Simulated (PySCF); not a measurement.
H3Si, SMILES [SiH3-], charge -1. Heavy atoms are numbered as in [SiH3-:1]. Hydrogens are named by the atom that carries them.

Geometry: PBE0-D3(BJ)/def2-TZVPD.

All values below come from PySCF with PBE/pcSseg-2.

GIAO shieldings, no solvent; atoms alike by connectivity are averaged. δ = σ(ref) − σ: ²⁹Si against TMS (σ = 324.1 ppm); ¹H against TMS (σ = 31.47 ppm), references at their B3LYP-D3(BJ)/def2-TZVP geometries, non-relativistic.

| nucleus | atoms | count | δ (ppm) |
|---|---|---|---|
| ²⁹Si | Si1 (SiH3) | 1 | -230.2 |
| ¹H | H on Si1 | 3 | 1.49 |
